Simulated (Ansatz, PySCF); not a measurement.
CH9FN2Si2, SMILES N([Si@H](F)NC)[SiH3]. Atoms are numbered in the order given.

```xyz
15

C     -2.6459     0.5239    -0.6100
N     -1.9622    -0.4705     0.1960
Si    -0.3342    -0.4037     0.7295
F     -0.0534    -1.9060     1.3029
N      0.6658     0.0309    -0.6059
Si     2.1298     0.9867    -0.6497
H     -1.9028     1.1553    -1.1212
H     -3.2999     1.1962    -0.0219
H     -3.2681     0.0563    -1.3938
H     -2.5758    -1.1391     0.6521
H      0.0237     0.5076     1.8436
H      0.4035    -0.4215    -1.4816
H      3.3407     0.1644    -0.9469
H      2.0395     2.0444    -1.7004
H      2.2875     1.6235     0.6858
```
Charge 0, spin multiplicity 1.

Geometry: B3LYP-D3(BJ)/def2-SVP. The structure was generated by enumeration; whether it is a known compound was not checked. One conformer was computed; it need not be the lowest.

Two levels are set side by side: PBE-D3(BJ)/def2-SVP (Ansatz, a program for electronic structure) and B3LYP-D3(BJ)/def2-SVP (Ansatz). Each level has its own optimised geometry; the coordinates shown are those of the second. Frequencies come from the Hessian of PySCF at each geometry. Differences are taken from unrounded values.

```
quantity                            B3LYP-D3(BJ)  PBE-D3(BJ)  PBE-D3(BJ) minus B3LYP-D3(BJ)
----------------------------------  ------------  ----------  -----------------------------
mean bond length (Å)                       1.398       1.408                          0.010
bond C1–N2 (Å)                             1.451       1.452                          0.001
bond N2–Si3 (Å)                            1.715       1.724                          0.010
bond Si3–F4 (Å)                            1.632       1.644                          0.011
bond Si3–N5 (Å)                            1.724       1.734                          0.010
bond N5–Si6 (Å)                            1.749       1.758                          0.009
bond C1–H7 (Å)                             1.101       1.109                          0.008
bond C1–H8 (Å)                             1.107       1.116                          0.008
bond C1–H9 (Å)                             1.105       1.113                          0.008
bond N2–H10 (Å)                            1.016       1.023                          0.007
bond Si3–H11 (Å)                           1.483       1.498                          0.015
bond N5–H12 (Å)                            1.020       1.027                          0.007
bond Si6–H13 (Å)                           1.494       1.507                          0.014
bond Si6–H14 (Å)                           1.494       1.507                          0.013
bond Si6–H15 (Å)                           1.488       1.501                          0.013
highest harmonic wavenumber (cm⁻¹)          3595        3521                            -74
mean harmonic wavenumber (cm⁻¹)             1222        1187                            -35
zero-point energy (kcal/mol)               68.12       66.16                          -1.96
```

Exact exchange shortens and stiffens bonds; PBE has none. Differences between two approximate levels are no errors against the true value.
